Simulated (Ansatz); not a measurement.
Reaction (formal exchange of groups at a B–C bond): `CBC(C)=O` + `CCB(C)F` → `CBB(C)F` + `CCC(C)=O`

Calculated with Ansatz (gas phase, PBE0-D4/def2-TZVP geometries, no zero-point term in ΔE). CCSD(T)/CBS is the MP2 limit (def2-TZVPP, def2-QZVPP) plus CCSD(T) − MP2 in def2-TZVPP, frozen cores. DFT in def2-TZVPP. B3LYP here is the variant with VWN-RPA as its local correlation; programs differ in this. Each species was taken in one conformer, which may not be the lowest.

Question: Is it downhill or uphill in electronic energy at CCSD(T)/CBS, and by how much? (An estimate is asked.)

Answer: The calculation gave: Uphill: ΔE = +0.44 eV.

Question: What do these levels give: PBE-D4, PBE, r2SCAN, PBE0, B3LYP, SCS-MP2/def2-TZVPP? (An estimate is asked.)

Answer: Computed: PBE-D4 0.49, PBE 0.50, r2SCAN 0.50, PBE0 0.43, B3LYP 0.46, SCS-MP2/def2-TZVPP 0.43 eV.

Largest T1 diagnostic among the species: 0.017.

In def2-TZVPP, CCSD(T) changes the Hartree–Fock value by +0.10 eV (the triples alone add +0.03 eV) and MP2 by +0.13 eV. From PBE to PBE0 (25 % exact exchange), in def2-TZVPP and without D4, ΔE moves by −0.06 eV.
